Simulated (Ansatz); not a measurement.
`FC(F)(Cl)Br` + HI → `FC(Cl)(Br)I` + H–F at 500 K and 1 bar (substitution at a C–F bond).

Computed with Ansatz on PBE0-D4/def2-TZVP structures; ΔE is electronic, products minus reactants. CCSD(T)/CBS adds triple-zeta CCSD(T) − MP2 to the extrapolated MP2 energy (def2 sets, frozen cores). This one scheme is used for every species. def2 core potentials past Kr. For Br, I outer-core shells are correlated without core-valence functions, which leaves a few kJ/mol of doubt a bond. Scalar relativity is left out up to krypton.

```
      species  CCSD(T)/CBS energy (Eh)  H − E (kJ/mol)  S (J/(mol·K))
`FC(F)(Cl)Br`              -3270.70957            65.5          361.3
           HI               -298.03592            28.6          221.6
`FC(Cl)(Br)I`              -3468.34782            61.6          397.9
          H–F               -100.39570            39.4          188.7
```

H − E and S are ideal-gas, rigid-rotor, harmonic terms from PBE0-D4/def2-TZVP, for one conformer and one mirror image of each species. 1 Eh = 2625.50 kJ/mol, R = 8.31446 J/(mol·K).

By hand: ΔE, ΔH, ΔS and ΔG.

ΔE = (-3468.34782) + (-100.39570) − (-3270.70957) − (-298.03592) = 0.00197 Eh = 5.2 kJ/mol. Δ(H − E) = 61.6 + 39.4 − 65.5 − 28.6 = 6.9, so ΔH = 12.1 kJ/mol. ΔS = 397.9 + 188.7 − 361.3 − 221.6 = 3.7 J/(mol·K). ΔG = 12.1 − 500 × (3.7)/1000 = 10.2 kJ/mol.

By hand: the equilibrium constant, and the temperature at which ΔG would vanish if ΔH and ΔS stayed fixed.

log₁₀ K = −ΔG/(RT ln 10) = -1.1. ΔG = 0 at ΔH/ΔS = 3270 K, far beyond where these terms or the molecules hold.

The number of gas molecules stays the same, so ΔS is small and ΔH decides. A doubt of 5 kJ/mol in ΔE shifts log₁₀ K by 0.5 here. Other conformers and mirror images would add mixing entropy, several J/(mol·K) or more a flexible species. These are equilibria of isolated gas molecules and say nothing of rates. Largest T1 diagnostic: 0.010 (customary marks: 0.02 for closed shells, 0.045 for open ones).
